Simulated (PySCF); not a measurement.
SMILES [O]=[Cr]([Cl])([Cl])=[O] (Cl2CrO2) (CAM-B3LYP/def2-SVP optimised geometry):

```
5

Cr    -0.418    -0.654     0.000
O      1.104    -0.654     0.000
O     -0.904    -1.343    -1.267
Cl    -1.104    -1.739     1.678
Cl    -1.104     1.343     0.000
```

Level of theory: CAM-B3LYP/def2-TZVP (PySCF 2.14.0).

Q: What are the frontier orbital energies and the dipole moment?

A: HOMO-2 -11.32 eV, HOMO-1 -11.18 eV, HOMO -11.06 eV, LUMO -3.99 eV, LUMO+1 -3.19 eV; dipole moment 0.47 D.

On the same geometry PBE/def2-TZVP (PySCF) gives HOMO-2 -8.44 eV, HOMO-1 -8.41 eV, HOMO -8.34 eV, LUMO -5.64 eV, LUMO+1 -5.04 eV; dipole moment 0.62 D.

Meta-Löwdin charges at CAM-B3LYP/def2-TZVP: Cr1 1.23, O2 -0.31, O3 -0.31, Cl4 -0.30, Cl5 -0.30.
